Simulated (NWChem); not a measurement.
The numbers come from NWChem runs, not from measurements. System: HAl, charge 0, spin multiplicity 1, at a geometry optimised with PBE/def2-SVP. The structure started from a generated list of species. Level: TD-PBE0/6-31G* (spherical d).

The NWChem input:

```
start mol
memory heap 200 mb stack 900 mb global 1100 mb
geometry units angstroms nocenter noautoz noautosym
  Al     0.000000     0.000000     0.120297
  H      0.000000     0.000000    -1.563858
end
basis spherical
  * library 6-31g*
end
dft
  xc pbe0
  semidirect memsize 60000000 filesize 0
  iterations 100
end
tddft
  rpa
  nroots 10
  notriplet
end
task tddft energy
```

NWChem printed:

```
             Northwest Computational Chemistry Package (NWChem) 7.3.0
             --------------------------------------------------------

                                NWChem Input Module
                                -------------------

 Scaling coordinates for geometry "geometry" by  1.889725989
 (inverse scale =  0.529177249)

                             Geometry "geometry" -> ""
                             -------------------------

 Output coordinates in angstroms (scale by  1.889725989 to convert to a.u.)

  No.       Tag          Charge          X              Y              Z
 ---- ---------------- ---------- -------------- -------------- --------------
    1 Al                  13.0000     0.00000000     0.00000000     0.12029700
    2 H                    1.0000     0.00000000     0.00000000    -1.56385800

 Effective nuclear repulsion energy (a.u.)       4.0847215589

            Nuclear Dipole moment (a.u.)
            ----------------------------
        X                 Y               Z
 ---------------- ---------------- ----------------
     0.0000000000     0.0000000000     0.0000056692


 Summary of "ao basis" -> "" (spherical)
 ------------------------------------------------------------------------------
       Tag                 Description            Shells   Functions and Types
 ---------------- ------------------------------  ------  ---------------------
 *                           6-31g*                   on all atoms

                                 NWChem DFT Module
                                 -----------------

 Summary of "ao basis" -> "ao basis" (spherical)
 ------------------------------------------------------------------------------
       Tag                 Description            Shells   Functions and Types
 ---------------- ------------------------------  ------  ---------------------
 Al                          6-31g*                  8       18   4s3p1d
 H                           6-31g*                  2        2   2s

 Summary of "ao basis" -> "ao basis" (spherical)
 ------------------------------------------------------------------------------
       Tag                 Description            Shells   Functions and Types
 ---------------- ------------------------------  ------  ---------------------
 Al                          6-31g*                  8       18   4s3p1d
 H                           6-31g*                  2        2   2s

            General Information
            -------------------
          SCF calculation type: DFT
          Wavefunction type:  closed shell.
          No. of atoms     :     2
          No. of electrons :    14
           Alpha electrons :     7
            Beta electrons :     7
          Charge           :     0
          Spin multiplicity:     1
          Use of symmetry is: off; symmetry adaption is: off
          Maximum number of iterations: 100
          AO basis - number of functions:    20
                     number of shells:    10
          Convergence on energy requested:  1.00D-06
          Convergence on density requested:  1.00D-05
          Convergence on gradient requested:  5.00D-04

              XC Information
              --------------
                         PBE0 Method XC Functional
                     Hartree-Fock (Exact) Exchange  0.250
          PerdewBurkeErnzerhof Exchange Functional  0.750
            Perdew 1991 LDA Correlation Functional  1.000 local
           PerdewBurkeErnz. Correlation Functional  1.000 non-local
[...]
  ----------------------------------------------------------------------------
  Root   6 singlet a              0.297725941 a.u.                8.1015 eV
  ----------------------------------------------------------------------------
     Transition Moments    X  0.00000   Y  0.00000   Z -1.95746
     Transition Moments   XX -1.70672  XY -0.00000  XZ -0.00000
     Transition Moments   YY -1.70672  YZ -0.00000  ZZ -1.52733
     Dipole Oscillator Strength                    0.7605217972
     Electric Quadrupole                           0.0000000015
     Magnetic Dipole                               0.0000000000
     Total Oscillator Strength                     0.7605217987

          sigma_e =   2.3083 Angstrom
          sigma_h =   1.7314 Angstrom
         |d_h->e| =   0.3306 Angstrom
            d_exc =   2.8144 Angstrom
            d_CD1 =   0.9076 Angstrom
            d_CD2 =  -1.6892 Angstrom
            d_CD3 =   3.1451 Angstrom
     Pearson C.C. =   0.0643

     Occ.    6  a   ---  Virt.   10  a    0.10804 X
     Occ.    6  a   ---  Virt.   11  a    0.05178 X
     Occ.    7  a   ---  Virt.   10  a    0.44109 X
     Occ.    7  a   ---  Virt.   10  a   -0.05324 Y
     Occ.    7  a   ---  Virt.   11  a   -0.88949 X
  ----------------------------------------------------------------------------
  Root   7 singlet a              0.362115800 a.u.                9.8537 eV
  ----------------------------------------------------------------------------
     Transition Moments    X  0.02920   Y  0.00478   Z  0.00000
     Transition Moments   XX -0.00000  XY -0.00000  XZ -1.50572
     Transition Moments   YY  0.00000  YZ -0.24661  ZZ  0.00000
     Dipole Oscillator Strength                    0.0002114178
     Electric Quadrupole                           0.0000005887
     Magnetic Dipole                               0.0000000381
     Total Oscillator Strength                     0.0002120446

          sigma_e =   2.4565 Angstrom
          sigma_h =   1.7440 Angstrom
         |d_h->e| =   0.0356 Angstrom
            d_exc =   3.0142 Angstrom
            d_CD1 =   0.7481 Angstrom
            d_CD2 =  -2.0646 Angstrom
            d_CD3 =   3.0498 Angstrom
     Pearson C.C. =  -0.0010

     Occ.    6  a   ---  Virt.    8  a    0.08289 X
     Occ.    6  a   ---  Virt.    9  a   -0.14042 X
     Occ.    7  a   ---  Virt.   12  a   -0.97280 X
     Occ.    7  a   ---  Virt.   13  a   -0.15398 X
     Occ.    7  a   ---  Virt.   17  a   -0.05952 X
  ----------------------------------------------------------------------------
  Root   8 singlet a              0.362115800 a.u.                9.8537 eV
  ----------------------------------------------------------------------------
     Transition Moments    X -0.00478   Y  0.02920   Z  0.00000
     Transition Moments   XX  0.00000  XY -0.00000  XZ  0.24661
     Transition Moments   YY  0.00000  YZ -1.50572  ZZ -0.00000
     Dipole Oscillator Strength                    0.0002114178
     Electric Quadrupole                           0.0000005887
     Magnetic Dipole                               0.0000000381
     Total Oscillator Strength                     0.0002120446

          sigma_e =   2.4565 Angstrom
          sigma_h =   1.7440 Angstrom
         |d_h->e| =   0.0356 Angstrom
            d_exc =   3.0142 Angstrom
            d_CD1 =   0.7481 Angstrom
            d_CD2 =  -2.0646 Angstrom
            d_CD3 =   3.0498 Angstrom
     Pearson C.C. =  -0.0010

     Occ.    6  a   ---  Virt.    8  a   -0.14042 X
     Occ.    6  a   ---  Virt.    9  a   -0.08289 X
     Occ.    7  a   ---  Virt.   12  a    0.15398 X
     Occ.    7  a   ---  Virt.   13  a   -0.97280 X
     Occ.    7  a   ---  Virt.   18  a    0.05952 X
  ----------------------------------------------------------------------------
  Root   9 singlet a              0.398794038 a.u.               10.8517 eV
  ----------------------------------------------------------------------------
     Transition Moments    X  0.00000   Y -0.00000   Z -0.65099
     Transition Moments   XX  1.66926  XY -0.00000  XZ  0.00000
     Transition Moments   YY  1.66926  YZ -0.00000  ZZ  2.52597
     Dipole Oscillator Strength                    0.1126691580
     Electric Quadrupole                           0.0000000826
     Magnetic Dipole                               0.0000000000
     Total Oscillator Strength                     0.1126692406

          sigma_e =   2.1986 Angstrom
          sigma_h =   1.6856 Angstrom
         |d_h->e| =   0.3369 Angstrom
            d_exc =   3.0336 Angstrom
            d_CD1 =   0.8499 Angstrom
            d_CD2 =  -1.6053 Angstrom
            d_CD3 =   3.3704 Angstrom
     Pearson C.C. =  -0.1907

     Occ.    6  a   ---  Virt.   10  a    0.42826 X
     Occ.    6  a   ---  Virt.   11  a   -0.20365 X
     Occ.    7  a   ---  Virt.   10  a    0.10048 X
     Occ.    7  a   ---  Virt.   11  a    0.05393 X
     Occ.    7  a   ---  Virt.   14  a    0.87458 X
  ----------------------------------------------------------------------------
  Root  10 singlet a              0.425470784 a.u.               11.5777 eV
  ----------------------------------------------------------------------------
     Transition Moments    X -0.00000   Y  0.00000   Z  0.56121
     Transition Moments   XX  1.52871  XY -0.00000  XZ  0.00000
     Transition Moments   YY  1.52871  YZ -0.00000  ZZ -3.31915
     Dipole Oscillator Strength                    0.0893381430
     Electric Quadrupole                           0.0000032131
     Magnetic Dipole                               0.0000000000
     Total Oscillator Strength                     0.0893413561

          sigma_e =   2.4266 Angstrom
          sigma_h =   1.3387 Angstrom
         |d_h->e| =   0.3470 Angstrom
            d_exc =   2.8194 Angstrom
            d_CD1 =   1.4349 Angstrom
            d_CD2 =  -1.5356 Angstrom
            d_CD3 =   3.1663 Angstrom
     Pearson C.C. =  -0.0228

     Occ.    6  a   ---  Virt.   10  a    0.86947 X
     Occ.    6  a   ---  Virt.   11  a    0.31015 X
     Occ.    7  a   ---  Virt.   10  a   -0.18233 X
     Occ.    7  a   ---  Virt.   10  a    0.05648 Y
     Occ.    7  a   ---  Virt.   14  a   -0.33903 X

              Target root =      1
          Target symmetry = none
      Ground state energy =   -242.837821613804
        Excitation energy =      0.105532799718
     Excited state energy =   -242.732288814086

  stored tddft:energy   -242.73228881408644

 Task  times  cpu:        1.7s     wall:        1.7s

 Total times  cpu:        1.7s     wall:        1.7s
```
